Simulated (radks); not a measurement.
The numbers below are computed, except where a source is named.
Task: Ionisation of neutral tin, [Kr] 4d10 5s2 5p2, to [Kr] 4d10 5s2 5p1 as the strength of local exchange is varied. Code: a radial shooting solver on a logarithmic mesh with Libxc functionals. Model: Dirac Kohn-Sham, Slater X-alpha exchange (alpha = 2/3 is LDA exchange), no correlation, spin-unpolarised, spherical densities, point nucleus; open shells are shared between the two j in proportion to 2j + 1.

| alpha | E(Sn) (hartree) | exchange (hartree) | IE (eV) | -e of the level emptied (eV) | <r> of it (bohr) |
|---|---|---|---|---|---|
| 0.638 | -6162.23453 | -148.15336 | 5.899 | 2.645 (5p3/2) | 3.426 |
| 0.667 | -6168.97239 | -155.05415 | 6.097 | 2.806 (5p3/2) | 3.383 |
| 0.738 | -6185.49910 | -172.00997 | 6.594 | 3.217 (5p3/2) | 3.285 |
| 0.766 | -6192.02859 | -178.72049 | 6.795 | 3.386 (5p3/2) | 3.248 |
| 0.945 | -6233.92984 | -221.93628 | 8.148 | 4.542 (5p3/2) | 3.043 |
| 0.969 | -6239.56879 | -227.77212 | 8.338 | 4.708 (5p3/2) | 3.018 |
| ? | -6142.99034 | -128.48250 | 5.351 | 2.206 (5p3/2) | 3.559 |

Which alpha was used in the last row?

Result: alpha = 0.555. NIST Atomic Spectra Database: 7.344 eV (measured). The Delta-SCF value meets it near alpha = 0.84. Spin polarisation and multiplet splitting are left out, so open shells lie too high by an amount that depends on their filling. Sharing an open shell by 2j + 1 raises it above the true ground level by a part of the spin-orbit splitting, which enters the differences from NIST.

Beside tabulated values, note that spin-unpolarised runs miss the spin-polarisation part of the exchange energy of open shells.
